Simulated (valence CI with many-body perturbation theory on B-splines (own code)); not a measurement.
## E1 transitions of Rh³⁰⁺

Computed by relativistic CI+MBPT: five valence electrons over a frozen Dirac-Fock core [Ne], a basis of 11 s, 11 p, 10 d, 8 f, 5 g, 2 h functions for each j, with the one-electron correlation potential Σ1 (screened to all orders), the two-electron term Σ2, the three-electron term Σ3, Breit, model QED; selected single and double excitations, second order for the rest, scaled by the run's own slope (own B-spline code, finite nucleus).

No measured spectrum was set against this ion. As an estimate, large intervals hold to a few tenths of a per cent, small ones and those within an open d or f shell to about a per cent. Among the levels kept, up to 3700 cm⁻¹ of a level comes from second order outside the variational space, and about a tenth of that is noise between levels of different J, which matters for small intervals.

Lines 51 to 100 of 580 in falling wavelength, among levels below 2922300 cm⁻¹, chosen from the strongest by gf and those to the six lowest levels. Wavelengths and rates use the calculated energies. Electric multipoles are in the length gauge with retardation, E1 and E2 with the static RPA response of the core. Weak lines are less certain than strong ones. Lines between different terms over intervals too small for the method are left out, as are lines whose strength nearly cancels. Where a level lies close to another of its J and parity, the split of strength between their lines is uncertain. The highest levels of a list are the least certain.

Levels are named by their leading jj configuration (3d3/2^4 stands for four electrons in 3d with j = 3/2), which in mixed levels can hold well under half, so a name can repeat and another be missing. Letters in brackets count levels of one name in rising energy.

```csv
λ vac (nm),Upper,Lower,A (s⁻¹),log gf,Branch %
10.71,(3s 3p1/2^2 3p3/2 3d3/2) J=3/2 [a],(3s 3p1/2^2 3p3/2^2) J=5/2,2.13e+09,-1.83,34.1
10.65,(3s 3p3/2^3 3d3/2) J=5/2,(3s^2 3p3/2^2 3d3/2) J=5/2,8.55e+09,-1.06,3.8
10.62,(3s 3p1/2 3p3/2^3) J=1/2,(3s^2 3p1/2 3p3/2^2) J=1/2,9.20e+09,-1.51,12.3
10.61,(3s 3p1/2^2 3p3/2 3d3/2) J=7/2 [a],(3s 3p1/2^2 3p3/2^2) J=5/2,4.44e+08,-2.22,13.9
10.57,(3s 3p1/2^2 3p3/2 3d3/2) J=3/2 [b],(3s^2 3p1/2^2 3d3/2) J=3/2 [a],1.21e+10,-1.09,50.0
10.56,(3s^2 3p1/2 3p3/2 3d3/2) J=7/2,(3s^2 3p1/2 3p3/2^2) J=5/2,3.91e+08,-2.28,100.0
10.53,(3s 3p3/2^3 3d5/2) J=5/2 [a],(3s^2 3p3/2^2 3d5/2) J=7/2,9.26e+09,-1.03,4.7
10.49,(3s^2 3p1/2 3p3/2 3d3/2) J=1/2 [a],(3s^2 3p1/2 3p3/2^2) J=3/2,2.16e+09,-2.15,24.1
10.48,(3s 3p1/2^2 3p3/2 3d3/2) J=5/2 [b],(3s^2 3p1/2^2 3d3/2) J=3/2 [b],1.28e+10,-0.90,27.3
10.45,(3s 3p1/2^2 3p3/2 3d5/2) J=7/2,(3s^2 3p1/2^2 3d5/2) J=5/2,2.38e+10,-0.51,82.1
10.45,(3s^2 3p1/2 3p3/2 3d5/2) J=3/2 [a],(3s^2 3p1/2 3p3/2^2) J=1/2,1.60e+09,-1.98,3.3
10.42,(3s 3p3/2^3 3d5/2) J=9/2,(3s^2 3p3/2^2 3d5/2) J=9/2,3.31e+10,-0.27,30.4
10.33,(3s^2 3p1/2 3p3/2 3d3/2) J=5/2 [a],(3s^2 3p1/2 3p3/2^2) J=3/2,2.52e+08,-2.62,4.4
10.28,(3s 3p1/2 3p3/2^2 3d5/2) J=7/2 [a],(3s^2 3p1/2^2 3d5/2) J=5/2,1.54e+10,-0.71,46.3
10.26,(3s 3p1/2 3p3/2^2 3d5/2) J=5/2 [e],(3s^2 3p1/2 3p3/2 3d3/2) J=5/2 [b],1.30e+10,-0.91,7.3
10.25,(3s 3p1/2 3p3/2^2 3d5/2) J=5/2 [g],(3s^2 3p1/2 3p3/2 3d5/2) J=5/2 [b],1.78e+10,-0.77,9.1
10.25,(3s^2 3p1/2 3p3/2 3d5/2) J=1/2,(3s^2 3p3/2^3) J=3/2,1.10e+10,-1.46,7.0
10.23,(3s 3p1/2 3p3/2^2 3d5/2) J=7/2 [d],(3s^2 3p1/2 3p3/2 3d5/2) J=5/2 [a],1.72e+10,-0.67,16.7
10.17,(3s 3p3/2^3 3d5/2) J=9/2,(3s^2 3p3/2^2 3d5/2) J=7/2,4.42e+10,-0.16,40.6
10.17,(3s 3p1/2 3p3/2^2 3d3/2) J=7/2,(3s^2 3p1/2 3p3/2 3d3/2) J=7/2,1.34e+10,-0.78,8.0
10.16,(3s 3p1/2^2 3p3/2^2) J=1/2,(3s^2 3p1/2^2 3p3/2) J=3/2,2.26e+10,-1.16,83.9
10.16,(3s 3p1/2 3p3/2^2 3d5/2) J=5/2 [g],(3s^2 3p1/2 3p3/2 3d5/2) J=3/2 [c],2.52e+10,-0.63,12.9
10.09,(3s 3p1/2 3p3/2^2 3d5/2) J=9/2 [c],(3s^2 3p1/2 3p3/2 3d5/2) J=9/2,2.00e+10,-0.51,31.1
10.01,(3s 3p1/2 3p3/2^2 3d3/2) J=5/2 [d],(3s^2 3p1/2 3p3/2 3d5/2) J=3/2 [b],9.92e+09,-1.05,4.4
9.967,(3s 3p1/2 3p3/2^2 3d5/2) J=7/2 [f],(3s^2 3p1/2 3p3/2 3d5/2) J=7/2 [b],4.17e+10,-0.30,32.6
9.952,(3s 3p1/2 3p3/2^2 3d5/2) J=7/2 [e],(3s^2 3p1/2 3p3/2 3d3/2) J=5/2 [b],8.20e+09,-1.01,3.8
9.952,(3s 3p1/2 3p3/2^2 3d3/2) J=1/2 [e],(3s^2 3p1/2 3p3/2 3d3/2) J=1/2 [b],4.50e+10,-0.87,16.4
9.939,(3s^2 3p1/2 3d5/2^2) J=7/2,(3s^2 3p1/2 3p3/2 3d5/2) J=5/2 [b],8.86e+09,-0.98,3.5
9.920,(3s 3p1/2 3p3/2^2 3d5/2) J=7/2 [f],(3s^2 3p1/2 3p3/2 3d3/2) J=5/2 [b],1.46e+10,-0.76,11.4
9.917,(3s^2 3p3/2 3d5/2^2) J=11/2,(3s^2 3p3/2^2 3d5/2) J=9/2,1.13e+10,-0.70,14.2
9.915,(3s 3p3/2^3 3d5/2) J=7/2 [c],(3s^2 3p3/2^2 3d5/2) J=5/2 [a],1.91e+10,-0.65,6.4
9.907,(3s 3p3/2^3 3d5/2) J=5/2 [b],(3s^2 3p3/2^2 3d5/2) J=5/2 [b],2.99e+10,-0.58,7.6
9.887,(3s 3p1/2 3p3/2^2 3d5/2) J=5/2 [g],(3s^2 3p1/2 3p3/2 3d5/2) J=3/2 [b],7.90e+09,-1.16,4.0
9.880,(3s 3p1/2 3p3/2^2 3d3/2) J=7/2,(3s^2 3p1/2 3p3/2 3d3/2) J=5/2 [a],1.00e+10,-0.93,6.0
9.878,(3s 3p1/2 3p3/2^2 3d3/2) J=5/2 [c],(3s^2 3p1/2 3p3/2 3d3/2) J=7/2,1.88e+10,-0.78,16.4
9.861,(3s 3p1/2^2 3p3/2 3d5/2) J=5/2 [b],(3s^2 3p1/2^2 3d5/2) J=5/2,2.25e+10,-0.71,24.6
9.850,(3s 3p1/2 3p3/2^2 3d3/2) J=3/2 [d],(3s^2 3p1/2 3p3/2 3d3/2) J=5/2 [a],2.54e+10,-0.83,19.8
9.819,(3s 3p1/2 3p3/2^2 3d5/2) J=7/2 [b],(3s^2 3p1/2^2 3d5/2) J=5/2,5.70e+09,-1.18,23.7
9.813,(3s 3p1/2 3p3/2^2 3d3/2) J=1/2 [c],(3s^2 3p1/2 3p3/2 3d3/2) J=3/2 [a],3.36e+10,-1.01,19.2
9.813,(3s^2 3p1/2^2 3d3/2) J=3/2 [b],(3s^2 3p1/2^2 3p3/2) J=3/2,2.90e+10,-0.78,92.9
9.810,(3s 3p1/2 3p3/2^2 3d5/2) J=5/2 [d],(3s^2 3p1/2 3p3/2 3d5/2) J=3/2 [a],2.67e+10,-0.64,18.2
9.800,(3s^2 3p1/2 3p3/2 3d5/2) J=3/2 [a],(3s^2 3p1/2 3p3/2^2) J=5/2,1.66e+10,-1.02,34.2
9.790,(3s 3p1/2^2 3p3/2 3d5/2) J=3/2,(3s^2 3p1/2^2 3d5/2) J=5/2,3.21e+10,-0.73,45.9
9.787,(3s 3p1/2 3p3/2^2 3d5/2) J=3/2 [e],(3s^2 3p1/2 3p3/2 3d5/2) J=5/2 [b],2.20e+10,-0.90,8.4
9.767,(3s 3p1/2 3p3/2^2 3d5/2) J=3/2 [f],(3s^2 3p1/2 3p3/2 3d5/2) J=1/2,4.75e+10,-0.57,15.3
9.745,(3s^2 3p3/2^2 3d3/2) J=1/2,(3s^2 3p3/2^3) J=3/2,1.10e+10,-1.50,3.6
9.740,(3s 3p1/2 3p3/2^2 3d5/2) J=7/2 [c],(3s^2 3p1/2 3p3/2 3d5/2) J=7/2 [a],9.69e+09,-0.96,9.0
9.739,(3s^2 3p1/2 3d3/2 3d5/2) J=7/2 [a],(3s^2 3p1/2 3p3/2 3d3/2) J=7/2,2.62e+10,-0.53,34.0
9.726,(3s 3p1/2 3p3/2^2 3d5/2) J=3/2 [d],(3s^2 3p1/2 3p3/2 3d5/2) J=3/2 [b],5.03e+10,-0.54,18.3
9.718,(3p1/2^2 3p3/2^3) J=3/2,(3s 3p1/2^2 3p3/2^2) J=5/2,9.56e+09,-1.27,29.1
```

Task: How does gf follow from A for the line at 10.26 nm?

Result: gf = 1.4992 × (2J+1)_upper × A / σ², with σ = 974708 cm⁻¹ and 2J+1 = 6: gf = 0.123.
